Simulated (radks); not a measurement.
Cs40+, 15 electrons, occupied as [Ne] 3s2 3p3.

All-electron calculation, scalar-relativistic Kohn-Sham, PBE, spin-polarised, spherical densities, finite nucleus; open shells are filled with parallel spins first (spin-orbit coupling, left out, can overturn this in heavy ions); Fermi nuclear charge, rms radius 4.8041 fm. Program: a radial shooting solver on a logarithmic mesh with Libxc functionals.

Energy parts (eV):
total: -173640.41
kinetic: 184711.97
electron-nucleus: -377975.98
Hartree: 22675.32
exchange-correlation: -3051.72

Orbitals (lengths in bohr, moments of r in powers of bohr):
1s up: occ. 1; eigenvalue (eV) -38247.59; <r^2> 0.0009246
1s down: occ. 1; eigenvalue (eV) -38240.14; <r^2> 0.0009244
2s up: occ. 1; eigenvalue (eV) -7960.927; <r^2> 0.01442
2s down: occ. 1; eigenvalue (eV) -7955.365; <r^2> 0.01440
2p up: occ. 3; eigenvalue (eV) -7407.228; <r^2> 0.01137
2p down: occ. 3; eigenvalue (eV) -7399.308; <r^2> 0.01136
3s up: occ. 1; eigenvalue (eV) -3117.261; <r^2> 0.08249
3s down: occ. 1; eigenvalue (eV) -3091.708; <r^2> 0.08283
3p up: occ. 3; eigenvalue (eV) -2944.393; <r^2> 0.07879
3p down: occ. 0; eigenvalue (eV) -2918.867; <r^2> 0.07911

The highest occupied level is 3p up at -2944.4 eV. Spin moment in Bohr magnetons: 3. The density falls to 0.001 e/bohr^3 at r = 0.76 bohr. The electron density at the nucleus is 3.076e+05 e/bohr^3 (large components only). Summed over all electrons, <r^2> = 0.5006 bohr^2, which gives a Langevin (diamagnetic) susceptibility term of -0.396 x 10^-6 cm^3/mol.
